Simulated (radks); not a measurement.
Values are calculated unless marked as measured or tabulated.
Coulomb parameter of the 4d shell of the technetium ion Tc2+ in the model configuration [Kr] 4d4 5s1, as a second difference U = [E(n + 1) + E(n - 1) - 2 E(n)] / (1)^2 with all orbitals relaxed. "Bare": the charge of the atom changes with n. "Screened": the 5s shell takes up the change at fixed total charge, which measures U(4d,4d) + U(5s,5s) - 2 U(4d,5s). Code: a radial shooting solver on a logarithmic mesh with Libxc functionals. Model: Dirac Kohn-Sham, PBE, spin-unpolarised, spherical densities, point nucleus; open shells are shared between the two j in proportion to 2j + 1.

start: configuration [Kr] 4d4 5s1; E - E(n) (eV) 0.000
bare +1: configuration [Kr] 4d5 5s1; E - E(n) (eV) -19.744
bare -1: configuration [Kr] 4d3 5s1; E - E(n) (eV) 32.090
screened +1: configuration [Kr] 4d5; E - E(n) (eV) -4.892
screened -1: configuration [Kr] 4d3 5s2; E - E(n) (eV) 6.597

U(bare) = 12.346 eV, U(screened by 5s) = 1.705 eV.
